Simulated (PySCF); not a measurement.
BClH, SMILES [BH]Cl, multiplicity 2. Atoms are numbered in the order given.

```xyz
3

B     -0.2035    -1.2186     0.0000
Cl     0.0189     0.4763     0.0000
H      0.6955    -2.0035     0.0000
```
Charge 0, spin multiplicity 2.

Coordinates come from a PBE0-D3(BJ)/def2-TZVPD optimisation. The isomer is the one that the SMILES or the coordinates give; other isomers of the formula were not compared.

Level of theory: PBE/def2-TZVPD (PySCF).

The molecule is in vacuum.

```json
{
  "total_energy": "-485.38289 hartree",
  "point_group": "Cs",
  "α spin, highest occupied and lowest empty level": "-4.88 and -3.15 eV",
  "β spin, highest occupied and lowest empty level": "-8.57 and -2.65 eV",
  "dipole_moment": "0.53 D",
  "quadrupole, principal values (traceless, Buckingham form, about the centre of nuclear charge)": "-2.45, 1.03, 1.42 D·Å",
  "mean_static_polarisability": "33.3 bohr³ (4.93 Å³)",
  "polarisability_principal_values": "28.3, 29.4, 42.2 bohr³",
  "⟨S²⟩": "0.753 (pure state 0.75)"
}
```
